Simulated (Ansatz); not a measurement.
Molecule: C3H8O2Si, net charge 0, singlet state. SMILES: O=CO[SiH](C)C
Geometry from a B3LYP-D3(BJ)/def2-TZVP (Ansatz, a first-principles code) optimisation:
```
Si
O 1 1.7117
C 2 1.3320 1 122.84
O 3 1.2022 2 125.40 1 0.00
H 3 1.0987 4 123.66 2 180.00
H 1 1.4790 2 101.29 3 -180.00
C 1 1.8607 6 110.82 2 116.63
H 7 1.0904 1 110.77 6 -178.32
H 7 1.0916 8 108.50 1 -122.23
H 7 1.0929 8 108.44 9 -116.83
C 1 1.8607 6 110.82 2 -116.63
H 11 1.0904 1 110.77 6 178.32
H 11 1.0916 12 108.50 1 122.23
H 11 1.0929 12 108.44 13 116.83
```
Charge 0, spin multiplicity 1.

Quantity: atomisation energy (electronic, to ground-state atoms); the coupled-cluster value holds the core correlation from cc-pwCVTZ, in kJ/mol. Cores are frozen in the correlated levels unless marked. UHF or UKS for open shells. No spin-orbit coupling. No relativistic terms. CBS marks a two-point X^-3 extrapolation of the correlation energy; Hartree-Fock from the larger set.

Level to compare with: CCSD(T)/CBS(cc-pV(T+d)Z,cc-pV(Q+d)Z) plus the core term (Ansatz), 5637.8 kJ/mol. It is a level with limits of its own, and the differences hold the functionals' basis error too.

Task: Rank these functionals by how close they come to CCSD(T)/CBS(cc-pV(T+d)Z,cc-pV(Q+d)Z), closest first: PBE/def2-TZVPD (Ansatz); B97M-V/def2-TZVPD (Ansatz); CAM-B3LYP/def2-TZVPD (Ansatz); r2SCAN0/def2-TZVPD (Ansatz).

Result: B97M-V/def2-TZVPD (meta-GGA with VV10, 5620.1 kJ/mol, difference -17.7), CAM-B3LYP/def2-TZVPD (range-separated hybrid, 5612.9 kJ/mol, difference -24.9), PBE/def2-TZVPD (GGA, 5693.6 kJ/mol, difference 55.8), r2SCAN0/def2-TZVPD (hybrid meta-GGA, 5530.8 kJ/mol, difference -107.0)
